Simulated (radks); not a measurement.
P4+, configuration [He] 2s2 2p5.5 3s1 4s0.5 (fractional occupations, a model configuration). Calculated with a radial shooting solver on a logarithmic mesh with Libxc functionals: non-relativistic Kohn-Sham, MS2 meta-GGA, spin-polarised, spherical densities, point nucleus; open shells are filled with parallel spins first; meta-GGA in the generalised Kohn-Sham scheme.

Local quantities along the radius. ELF = 1/(1 + alpha^2) is the electron localisation function; alpha = (tau - tau_W)/tau_unif compares the Pauli kinetic energy density with that of the uniform gas (summed over spins); -r V(r) is the screened charge that the Kohn-Sham potential of spin up presents (atomic units); 4 pi r^2 rho is in e/bohr; s = |grad rho|/(2 (3 pi^2)^(1/3) rho^(4/3)) is the reduced gradient.

r (bohr)	ELF	alpha	-r V(r)	4 pi r^2 rho	s
0.004897	1.000	0.009002	14.83	0.5716	0.3917
0.006326	1.000	0.009537	14.77	0.9138	0.3972
0.008106	1.000	0.01025	14.71	1.423	0.4042
0.01047	1.000	0.01128	14.62	2.211	0.4137
0.01353	1.000	0.01278	14.50	3.367	0.4262
0.01747	1.000	0.01502	14.35	4.992	0.4427
0.02257	1.000	0.01853	14.16	7.153	0.4650
0.02916	0.999	0.02433	13.92	9.809	0.4950
0.03736	0.999	0.03421	13.63	12.62	0.5344
0.04826	0.997	0.05382	13.27	15.27	0.5901
0.06234	0.991	0.09624	12.85	16.89	0.6664
0.08053	0.962	0.1997	12.40	16.78	0.7665
0.104	0.815	0.4772	11.55	14.83	0.8753
0.1344	0.419	1.178	10.90	12.08	0.9005
0.1736	0.207	1.960	10.06	10.46	0.6696
0.2224	0.301	1.522	9.258	11.26	0.3614
0.2873	0.631	0.7640	8.623	13.79	0.3033
0.3712	0.828	0.4562	7.752	15.26	0.4244
0.4794	0.867	0.3909	6.950	13.29	0.6297
0.6193	0.796	0.5066	5.968	8.516	0.9482
0.8	0.401	1.222	5.567	3.967	1.393
1.025	0.131	2.576	5.211	1.746	1.466
1.324	0.484	1.032	5.099	1.090	1.103
1.711	0.529	0.9441	4.725	0.6878	1.618
2.21	0.035	5.286	4.658	0.3313	1.851
2.854	0.103	2.947	4.632	0.2576	0.8720
3.687	0.910	0.3148	4.352	0.1961	1.911
4.725	0.992	0.08894	4.343	0.06594	4.609
6.104	0.999	0.02821	4.270	0.007359	13.71
7.884	1.000	0.01368	4.096	0.0002209	58.06

On this mesh the ELF has minima near r = 0.17, 1.0, 2.5 bohr, which separate the shells, and maxima near 0.48 (0.87), 1.5 (0.76).
